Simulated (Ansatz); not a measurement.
Gas-phase electronic energies from Ansatz, PBE0-D4/def2-TZVP geometries. CCSD(T)/CBS is the MP2 limit (def2-TZVPP, def2-QZVPP) plus CCSD(T) − MP2 in def2-TZVPP, frozen cores. Functionals use def2-TZVPP. B3LYP here is the variant with VWN-RPA as its local correlation; programs differ in this. def2 core potentials past Kr. For Ge, Sn outer-core shells are correlated without core-valence functions, which leaves a few kJ/mol of doubt a bond. Scalar relativity is left out up to krypton. Each species was taken in one conformer, which may not be the lowest.

Reaction (substitution at a C–S bond): `C[O][GeH]([Cl])[S]C` + `[OH][Sn]([OH])([F])[F]` → `C[O][Sn]([OH])([F])[F]` + `C[O][GeH]([SH])[Cl]`

`C[O][GeH]([Cl])[S]C`:

Cartesian coordinates in Å:
```
C 0.303 1.594 1.277
O 1.135 0.642 0.646
Ge 0.650 -1.053 0.596
Cl 0.382 -1.780 2.599
S -1.307 -1.285 -0.377
C -0.860 -0.585 -1.995
H -0.728 1.544 0.908
H 0.707 2.583 1.057
H 0.290 1.453 2.363
H 1.816 -1.772 -0.086
H -0.111 -1.194 -2.500
H -0.505 0.441 -1.898
H -1.773 -0.589 -2.591
```

`[OH][Sn]([OH])([F])[F]`:

Z-matrix (Å, degrees):
```
Sn
O 1 1.922
F 1 1.899 2 107.5
O 1 1.922 2 111.7 3 123.7
F 1 1.899 2 112.4 3 -115.4
H 2 0.962 1 112.3 3 18.4
H 4 0.962 1 112.3 2 142.1
```

`C[O][Sn]([OH])([F])[F]`:

```xyz
10

C     1.766   -0.073   -0.103
O     0.659   -0.385   -0.936
Sn   -1.132    0.033   -0.387
O    -1.536   -0.650    1.373
F    -1.469    1.905   -0.371
F    -2.291   -0.679   -1.699
H     2.652   -0.490   -0.587
H     1.905    1.008    0.000
H     1.674   -0.518    0.892
H    -2.229   -0.153    1.818
```

`C[O][GeH]([SH])[Cl]`:

Z-matrix (Å, degrees):
```
C
O 1 1.413
H 1 1.096 2 111.7
H 1 1.091 2 107.5 3 119.0
H 1 1.096 2 111.5 3 -122.1
Ge 2 1.758 1 120.3 3 56.3
Cl 6 2.154 2 108.0 1 63.4
S 6 2.211 2 112.1 1 -54.5
H 6 1.525 2 105.8 1 -177.9
H 8 1.343 6 92.8 2 97.9
```

CCSD(T)/CBS gives +0.53 eV.

Q: Another level gave +0.50 eV. Which?
A. HF/def2-TZVPP
B. B3LYP/def2-TZVPP
C. CCSD(T)/def2-TZVPP
D. MP2/def2-TZVPP

A: C. CCSD(T)/def2-TZVPP 0.50, HF/def2-TZVPP 0.39, B3LYP 0.45, MP2/def2-TZVPP 0.57 eV.

Largest T1 diagnostic among the species: 0.015.

The D4 term adds +0.03 eV with B3LYP and +0.02 eV with PBE0; it sums over pairs of atoms, weighted by their polarisabilities, and B3LYP, whose exchange is more repulsive, gets the larger term. In def2-TZVPP, CCSD(T) changes the Hartree–Fock value by +0.11 eV (the triples alone add +0.02 eV) and MP2 by +0.18 eV.
